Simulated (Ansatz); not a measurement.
# Worked example: the enthalpy of C2H5Br + B(OH)F2 → C2H6O + BBrF2

Species: C2H5Br `CCBr`, singlet; B(OH)F2 (difluorohydroxyborane), singlet; C2H6O (ethanol) `CCO`, singlet; BBrF2 `FB(F)Br`, singlet. The partners trade Br for OH: C–Br and B–OH bonds give way to C–OH and B–Br.

Shapes, held fixed at every level: PBE0-D4/def2-TZVP. Flexible molecules stand in one conformer, not always the lowest. Programs: Ansatz 0.2.0. The zero-point and thermal terms to 298 K, harmonic and unscaled (PBE0-D4/def2-TZVP), stand in the table.

At PBE-D4/def2-TZVPP; 1 Eh = 2625.50 kJ/mol:

```
species   energy (Eh)  H(298 K) − E (kJ/mol)  tabulated ΔfH (kJ/mol)
 C2H5Br  -2652.913738                  186.9                   -63.1
B(OH)F2   -300.370017                   77.6                 -1083.7
  C2H6O   -154.911917                  224.2                  -234.6
  BBrF2  -2798.335829                   40.0                  -820.1
```

Q: Work out the reaction enthalpy at 298 K from the calculation and from the table of heats.

A: 
1. Electronic: (-154.911917) + (-2798.335829) − [(-2652.913738) + (-300.370017)] = 0.036009 Eh = +94.5 kJ/mol.
2. Zero-point and thermal: (224.2) + (40.0) − [(186.9) + (77.6)] = -0.3 kJ/mol.
3. Computed ΔH = +94.2 kJ/mol.
4. From the heats of formation (Active Thermochemical Tables, NIST-JANAF tables): (-234.6) + (-820.1) − [(-63.1) + (-1083.7)] = +92.1 kJ/mol.
5. Computed less tabulated: +2.1 kJ/mol. Tabulated heats carry uncertainties of their own. The tabulated values of B(OH)F2, BBrF2 are in doubt (older tables, estimates, or at odds with other calculations) and kept here.

Relativity is left out for Br.
